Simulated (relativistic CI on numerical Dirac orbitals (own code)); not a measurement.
**Sensitivity of the levels of Bi12+ to α and to the nuclear radius**

Method of calculation: Dirac-Coulomb-Breit CI, separate exchange-only KLI orbitals for each configuration, derivatives by finite differences, unscaled Slater integrals, QED left out (own radial code, finite nucleus).

CI space (outside the closed core [Kr] 4d10 4f14): 5s2 5p6 5d3, 5s2 5p6 5d2 5f, 5s2 5p6 5d2 6s, 5s2 5p5 5d4, 5s2 5p6 5d 5f2, 5s2 5p6 5d2 6p, 5s2 5p6 5d 6s2, 5s 5p6 5d4. Levels of other configurations are missing.

With x = (α/α₀)² − 1 an excitation energy changes as ω = ω₀ + qx; K = 2q/ω₀ is the relative enhancement. Terms are leading LS components, so labels can repeat. The field-shift factor is F = δν/δ⟨r²⟩ for the transition from the lowest level.

Lowest level 5s2 5p6 5d3 4F_3/2.

```tsv
Level	ω₀ (cm⁻¹)	q (cm⁻¹)	F (GHz/fm²)
5s2 5p6 5d3 4F_5/2	22998	29490	2.33
5s2 5p6 5d3 4P_3/2	33593	25450	2.24
5s2 5p6 5d3 4F_7/2	34992	34550	2.86
5s2 5p6 5d3 4P_1/2	39236	28220	2.33
5s2 5p6 5d3 2G_9/2	39305	31000	2.8
5s2 5p6 5d3 4P_5/2	60275	43580	3.16
5s2 5p6 5d3 2G_7/2	61382	55530	4.72
5s2 5p6 5d3 4F_9/2	65612	59870	5.32
5s2 5p6 5d3 2D_3/2	70958	59170	4.67
5s2 5p6 5d3 2P_1/2	74427	59420	6.13
5s2 5p6 5d3 2H_11/2	80780	60030	5.77
5s2 5p6 5d3 2D_5/2	83194	56780	3.94
5s2 5p6 5d3 2F_5/2	87618	55630	5.02
5s2 5p6 5d3 2F_7/2	92498	58160	5.22
5s2 5p6 5d3 2G_9/2	100908	89960	7.83
5s2 5p6 5d3 2P_3/2	104041	79480	8.37
5s2 5p6 5d3 2D_3/2	127992	72040	6.46
5s2 5p6 5d3 2D_5/2	135996	84510	8.39
5s2 5p6 5d2 6s 4F_3/2	422314	-133600	344
5s2 5p6 5d2 6s 4F_5/2	427735	-131200	340
5s2 5p6 5d2 6s 4P_1/2	453140	-127900	343
5s2 5p6 5d2 6s 4F_7/2	453743	-101200	347
5s2 5p6 5d2 6s 2F_5/2	459361	-101200	339
```

At this charge energies of transitions that change n are usually good to better than 1 %, and those within a shell (Δn = 0) to a few per cent. Terms inside the open d or f shell come out 10 to 20 % too wide with unscaled integrals. Levels and lines within the n = 5 or 6 shells can be off by up to 10 % or somewhat more, and those that change n by about 2 %, since core polarisation is missing.

Problem. Which transition from the lowest level has the largest |K|?

Solution. 5s2 5p6 5d3 4F_5/2 at 22998 cm⁻¹, K = 2.56.
